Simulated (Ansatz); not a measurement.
Stepwise reaction of `[NH2][SnH2][NH2]` with hydrogen, as a gas-phase model of exchange steps in deposition or etching. ΔE in kJ/mol; ΔG adds harmonic PBE0-D4 terms to CCSD(T)/CBS, at 1 bar.

Isolated molecules relaxed with PBE0-D4/def2-TZVP in Ansatz; ΔE leaves out vibrations. CCSD(T)/CBS is the MP2 limit (def2-TZVPP, def2-QZVPP) plus CCSD(T) − MP2 in def2-TZVPP, frozen cores. This one scheme is used for every species. Functionals use def2-TZVPP. B3LYP here is the variant with VWN-RPA as its local correlation; programs differ in this. Elements past krypton have def2 core potentials. For Sn outer-core shells are correlated without core-valence functions, which leaves a few kJ/mol of doubt a bond. Each species was taken in one conformer, which may not be the lowest.

```tsv
step	reaction	PBE-D4	B3LYP-D4	ωB97M-V	CCSD(T)/CBS	ΔG(500 K)
1	`[NH2][SnH2][NH2]` + H₂ → `[NH2][SnH3]` + NH₃	-20.6	-21.1	-22.6	-15.0	-18.2
2	`[NH2][SnH3]` + H₂ → `[SnH4]` + NH₃	-32.6	-33.4	-35.1	-27.6	-15.2
```

By hand: ΔE of the 2 steps together at CCSD(T)/CBS.

(-15.0) + (-27.6) = -42.6 kJ/mol, or -21.3 kJ/mol a step.

In ΔE each step is lower than the one before. All are downhill at CCSD(T)/CBS. ΔG lies between -18.2 and -15.2 kJ/mol a step. PBE-D4 differs from CCSD(T)/CBS by -5.6 to -5.0 kJ/mol a step. Isolated molecules leave out the surface, adducts and barriers. Largest T1 diagnostic: 0.013.
